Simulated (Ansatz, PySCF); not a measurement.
H4PSi, SMILES [SiH2]P, multiplicity 2. Atoms are numbered in the order given.

```xyz
6

Si    -1.0635    -0.3989     0.0100
P      1.0306     0.4047    -0.0262
H     -1.7522     0.1174     1.2285
H     -1.7866     0.0977    -1.1967
H      1.5157    -0.4292     1.0151
H      1.4861    -0.4462    -1.0671
```
Charge 0, spin multiplicity 2.

Geometry: PBE0-D3(BJ)/def2-TZVP. The isomer is the one that the SMILES or the coordinates give; other isomers of the formula were not compared.

Two levels are set side by side: PBE-D3(BJ)/def2-TZVP (Ansatz, a quantum-chemistry and plane-wave program) and PBE0-D3(BJ)/def2-TZVP (Ansatz). Each level has its own optimised geometry; the coordinates shown are those of the second. Frequencies come from the Hessian of PySCF at each geometry. Differences are taken from unrounded values.

| quantity | PBE0-D3(BJ) |
|---|---|
| mean bond length (Å) | 1.613 |
| bond Si1–P2 (Å) | 2.243 |
| bond Si1–H3 (Å) | 1.492 |
| bond Si1–H4 (Å) | 1.492 |
| bond P2–H5 (Å) | 1.419 |
| bond P2–H6 (Å) | 1.419 |
| highest harmonic wavenumber (cm⁻¹) | 2422 |
| mean harmonic wavenumber (cm⁻¹) | 1193 |
| zero-point energy (kcal/mol) | 20.46 |

Problem. What does PBE-D3(BJ) give, and how far is it from PBE0-D3(BJ)? (An estimate is asked for; the answer gives what the named calculation found.)

Solution. 
```tsv
quantity	PBE-D3(BJ)	PBE-D3(BJ) minus PBE0-D3(BJ)
mean bond length (Å)	1.625	0.011
bond Si1–P2 (Å)	2.257	0.013
bond Si1–H3 (Å)	1.503	0.011
bond Si1–H4 (Å)	1.503	0.011
bond P2–H5 (Å)	1.430	0.011
bond P2–H6 (Å)	1.430	0.011
highest harmonic wavenumber (cm⁻¹)	2341	-81
mean harmonic wavenumber (cm⁻¹)	1152	-40
zero-point energy (kcal/mol)	19.77	-0.69
```

Exact exchange shortens and stiffens bonds; PBE has none. Differences between two approximate levels are no errors against the true value.
